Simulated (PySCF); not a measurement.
B(Me)(SiH3)2 (CH9BSi2), SMILES CB([SiH3])[SiH3]. Geometry: PBE-D3(BJ)/def2-SVP. The structure was generated by enumeration, and PubChem lists no compound with its InChIKey, so it may never have been made.

Computed equilibrium geometry at PBE-D3(BJ)/def2-SVP (PySCF confirms it by a frequency run) as Cartesian coordinates in Å:
```xyz
13

B      0.4561    -0.0531    -0.1238
C      1.9706    -0.1198    -0.5010
H      2.5201    -1.0169    -0.1511
H      2.3885     0.7360     0.0937
H      2.2250     0.1073    -1.5561
Si    -0.2912    -0.9489     1.5346
H     -1.6368    -1.5775     1.2647
H     -0.5244     0.1296     2.5702
H      0.6015    -1.9947     2.1574
Si    -0.8525     1.0111    -1.2485
H     -1.9939     1.6114    -0.4674
H     -1.4594     0.0172    -2.2167
H     -0.2122     2.1008    -2.0749
```
